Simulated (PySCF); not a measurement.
Species: C7H12F (charge +1).
Atom-mapped SMILES: `[CH3:1][C+:2]1[CH2:3][CH2:4][CH2:5][CH2:6][C@H:7]1[F:8]` (hydrogens: H9, H10, H11 on C1; H12, H13 on C3; H14, H15 on C4; H16, H17 on C5; H18, H19 on C6; H20 on C7)

Structure used (PBE0-D3(BJ)/def2-SVP), in Å, numbered top down from 1:
```
atom  x, y, z in Å
C1     2.1130   -0.7826   -1.0198
C2     1.0964   -0.4697   -0.0377
C3     0.9878    0.8195    0.6276
C4    -0.3050    1.4884    0.0222
C5    -1.5074    0.5970    0.2628
C6    -1.2873   -0.7856   -0.3200
C7     0.0260   -1.4416    0.2115
F8     0.2426   -2.6149   -0.4257
H9     2.7297   -1.5819   -0.5476
H10    2.7555    0.0606   -1.2961
H11    1.6817   -1.3093   -1.8891
H12    0.8010    0.6930    1.7063
H13    1.8715    1.4496    0.4659
H14   -0.1527    1.6720   -1.0532
H15   -0.3984    2.4712    0.5064
H16   -2.3986    1.0435   -0.2059
H17   -1.7256    0.5330    1.3415
H18   -1.2049   -0.7493   -1.4183
H19   -2.0947   -1.4923   -0.0786
H20   -0.0798   -1.6224    1.2981
```

Level: B3LYP/def2-SVPD in PySCF, non-relativistic, on one gas-phase PBE0-D3(BJ)/def2-SVP geometry that isn't relaxed in the solvent. The solvent is an IEF-PCM continuum (Bondi radii, 1.10 Å for H, scaled by 1.2), and excitations are vertical TDDFT with non-equilibrium linear response and a frozen core. The model holds no explicit solvent molecules, cavitation or dispersion.

Gas-phase singlets (H = HOMO, L = LUMO):

```json
{"state": "S1", "E (eV)": "4.311", "λ (nm)": "288", "f": "0.017", "leading configuration": "H→L 74%"}
{"state": "S2", "E (eV)": "4.580", "λ (nm)": "271", "f": "0.006", "leading configuration": "H-1→L 79%"}
{"state": "S3", "E (eV)": "4.808", "λ (nm)": "258", "f": "0.041", "leading configuration": "H-2→L 71%"}
{"state": "S4", "E (eV)": "5.173", "λ (nm)": "240", "f": "0.048", "leading configuration": "H-3→L 92%"}
{"state": "S5", "E (eV)": "5.436", "λ (nm)": "228", "f": "0.016", "leading configuration": "H-4→L 91%"}
```

Question: How does the list change in acetonitrile (ε = 35.69)?

Answer: 
```
state  E (eV)  λ (nm)      f  leading configuration  change by rank (eV)
   S1   4.437     279  0.020                H→L 86%               +0.126
   S2   4.725     262  0.007              H-1→L 82%               +0.145
   S3   4.957     250  0.055              H-2→L 72%               +0.149
   S4   5.316     233  0.068              H-3→L 95%               +0.143
   S5   5.591     222  0.011              H-4→L 94%               +0.155
```

Question: The ground-state energy changes by -2.397 eV from gas to acetonitrile. By how much does the total energy of gas-phase S1 change?

Answer: E(S1) = E(S0) + excitation energy, so it changes by -2.397 + 0.126 = -2.271 eV: it is lowered less than the ground state, which is what a blue shift means. This is the vertical state, with the slow part of the continuum still set for S0.

Question: How do the frontier levels move from gas to acetonitrile?

Answer: 
```
orbital  gas (eV)  solvent (eV)  change (eV)                   Löwdin shares, gas               Löwdin shares, solvent
 LUMO+2     -3.31          0.64        +3.95  H14 12 %, C4 10 %, C7 10 %, H20 8 %   C4 11 %, H16 10 %, C5 10 %, F8 9 %
 LUMO+1     -3.73          0.34        +4.07     C1 16 %, C2 10 %, C3 9 %, C7 8 %     C1 17 %, C7 10 %, F8 9 %, H9 7 %
   LUMO     -8.47         -4.05        +4.42      C2 48 %, C1 9 %, C3 7 %, C4 7 %      C2 49 %, C1 9 %, C3 7 %, C4 6 %
   HOMO    -13.86         -9.61        +4.25   C5 16 %, F8 13 %, C7 12 %, C6 12 %   C5 16 %, C6 11 %, C7 10 %, C4 10 %
 HOMO-1    -14.03         -9.75        +4.28  C5 25 %, H17 15 %, C6 14 %, C4 12 %  C5 25 %, H17 15 %, C6 13 %, C4 12 %
 HOMO-2    -14.25        -10.00        +4.25  C4 19 %, C6 18 %, C5 15 %, H15 11 %  C4 19 %, C6 18 %, C5 13 %, H15 12 %
 HOMO-3    -14.59        -10.33        +4.26   F8 21 %, C4 15 %, C3 14 %, C7 11 %   F8 16 %, C4 16 %, C3 15 %, C7 12 %
```

The HOMO–LUMO gap goes from 5.39 to 5.56 eV. Rows go by rank; for LUMO+1 and LUMO+2 the atom shares or the degeneracy differ between the runs, so the row needn't follow one orbital.

On one thread, Arm Neoverse N1, shared host, this took 86 s wall. This is the whole response run at B3LYP/def2-SVPD in acetonitrile, SCF included.
